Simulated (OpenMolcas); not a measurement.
Computed transition rates of neutral sulfur

```
Program             : OpenMolcas 26.06
Method              : SS-CASPT2, IPEA 0.25 Eh, imaginary shift 0.1 Eh (closed shells correlated: 2s 2p)
Basis               : ANO-RCC-VTZP [5s4p2d1f]
Scalar Hamiltonian  : DKH2, point nucleus
Active space        : 6 electrons in 8 orbitals (3s 3p 4s 4p)
State averaging     : 2S+1 = 3 even, 3 roots; 2S+1 = 1 even, 6 roots; 2S+1 = 3 odd, 3 roots (0 in the spin-orbit step)
Spin-orbit coupling : state interaction with AMFI integrals over the reference wave functions, term energies averaged over their components
```

Rates come from the transition moments of the reference wave functions (E1 and E2 in the length form). At fixed line strength A goes as λ^-3 for E1 and M1 and as λ^-5 for E2, so a rate at the computed wavelength can be rescaled to the measured one. Measured vacuum wavelengths follow from level energies in NIST Handbook of Basic Atomic Spectroscopic Data. Branching counts decays inside the model space alone, at computed energies, and the table is only a selection of the E2 and M1 lines, drawn from those between levels with measured partners whose computed energy lies within a factor of 1.5 of the measured one.

| Upper | Lower | Type | λ computed (nm) | λ measured (nm) | A computed (s-1) | A rescaled (s-1) | Branching % |
| --- | --- | --- | --- | --- | --- | --- | --- |
| 3s2 3p4 1S0 | 3s2 3p4 1D2 | E2 | 782 | 772.7 | 1.69e+00 | 1.79e+00 | 84.1 |
| 3s2 3p4 1S0 | 3s2 3p4 3P1 | M1 | 447.2 | 459.1 | 3.14e-01 |  | 15.6 |
| 3s2 3p4 1D2 | 3s2 3p4 3P2 | M1 | 1007 | 1082 | 2.62e-02 |  | 76.3 |
| 3s2 3p4 1D2 | 3s2 3p4 3P1 | M1 | 1045 | 1131 | 7.84e-03 |  | 22.8 |
| 3s2 3p4 3P1 | 3s2 3p4 3P2 | M1 | 28200 | 25250 | 1.01e-03 | 1.41e-03 | 100.0 |
| 3s2 3p4 1D2 | 3s2 3p4 3P2 | E2 | 1007 | 1082 | 2.62e-04 |  | 0.8 |
| 3s2 3p4 3P0 | 3s2 3p4 3P1 | M1 | 61520 | 56310 | 2.33e-04 | 3.04e-04 | 100.0 |

Spin-changing lines and M1 lines between different terms are not rescaled, since their strength hangs on the term gaps too.

The largest correction is for 3s2 3p4 3P1 → 3s2 3p4 3P2 (M1): 1.01e-03 × (28200 / 25250)^3 = 1.41e-03 s-1, a factor of 1.39.

No measured rate stands beside these. Rescaling mends the energy factor alone: line strengths can still be far off where a level mixes with configurations outside the active space, and weak or spin-changing lines hang on small mixing coefficients that depend on the term gaps too, so rescaling need not improve them.

Term energies are means over components that CASPT2 splits; among the terms shown or strongly mixed into the levels shown the widest spread is 60 cm-1 (3s2 3p4 1D). Active for correlation alone: 4p 4s; no level in the range computed is led by a configuration that fills them, so any true level of that kind is missing. No level of 3s 3p5 was computed, though it lies in the active space. Measured partners are found by configuration, term and J. A level has none where our copy of the source lacks it or the pairing is in doubt (some pairs that miss far off the trend of their configuration count as doubtful). Only configurations of the active space appear.
